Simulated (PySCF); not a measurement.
# Electron correlation in Ru⁺ (ruthenium, charge +1)

[Kr] 4d6 5s1, high-spin 6D determinant (an excited configuration). Calculation: PySCF 2.14, in aug-cc-pVTZ-PP with ECP28MDF (6s6p5d3f2g, 88 functions); a scalar-relativistic core potential. Frozen: 4s2 4p6; 7 electrons correlated.

```
  level  correlation energy (mhartree)
   CCSD                        -140.68
    (T)                          -4.02
CCSD(T)                        -144.70
```

Diagnostics: T1 = 0.0084, D1 = 0.0287, largest double amplitude 0.024.

Cost of the coupled-cluster step: of the order of 40 core-seconds, for 7 correlated electrons.
